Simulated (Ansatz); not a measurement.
Total energies of `[F][Al-]([F])([F])[O+]([SiH3])[SiH3]`.

| atom | x (Å) | y (Å) | z (Å) |
| --- | --- | --- | --- |
| F1 | 1.554 | -2.057 | -0.956 |
| Al2 | 0.217 | -1.196 | -1.395 |
| F3 | -1.265 | -1.912 | -1.152 |
| F4 | 0.377 | -0.218 | -2.715 |
| O5 | 0.014 | 0.042 | 0.034 |
| Si6 | -1.453 | -0.051 | 0.918 |
| Si7 | 1.256 | 1.161 | 0.374 |
| H8 | -2.574 | 0.257 | 0.015 |
| H9 | -1.281 | 1.025 | 1.927 |
| H10 | -1.533 | -1.368 | 1.571 |
| H11 | 2.311 | 0.886 | -0.617 |
| H12 | 1.698 | 0.917 | 1.764 |
| H13 | 0.678 | 2.515 | 0.233 |

The species carries charge 0 and has multiplicity 1. The structure was optimised at the PBE0-D4/def2-TZVP level. It is one conformer, not always the lowest. Basis def2-TZVPP, the Gaussian-basis code of Ansatz.

RPA on PBE orbitals: Hartree–Fock energy of these orbitals -1196.92049 Eh, correlation -2.10847 Eh (frozen core).

```
             functional  energy without D4 (Eh)  D4 term (kJ/mol)
                    PBE             -1199.48821             -34.4
                 revPBE             -1199.98111             -92.5
                   BLYP             -1200.26685             -73.5
                 r2SCAN             -1200.08020              -8.5
                 B97M-V             -1199.97708                 –
                   PBE0             -1199.57785             -29.5
                  B3LYP             -1200.38775             -55.6
HSE06 (plane-wave form)             -1199.54244             -27.8
                  BHLYP             -1200.18736             -45.9
              CAM-B3LYP             -1200.25570             -30.4
                ωB97X-V             -1200.06139                 –
                ωB97M-V             -1200.16103                 –
                 B2PLYP             -1199.76259                 –
               PBE-QIDH             -1199.29406                 –
```

Question: Give the same for LDA (SPW92), r2SCANh, r2SCAN0, LC-ωPBE. (Estimate.)

Answer: The calculation gave: 
| functional | energy without D4 (Eh) | D4 term (kJ/mol) |
| --- | --- | --- |
| LDA (SPW92) | -1194.45569 | – |
| r2SCANh | -1200.05503 | -9.2 |
| r2SCAN0 | -1200.01911 | -10.2 |
| LC-ωPBE | -1199.84815 | – |

B3LYP takes the VWN-RPA correlation (the form of Gaussian; ORCA's B3LYP/G). HSE06 is the plane-wave form, built on full-range PBE exchange. The double hybrids freeze the cores in their second-order part.

LC-ωPBE has ω = 0.4 bohr⁻¹.
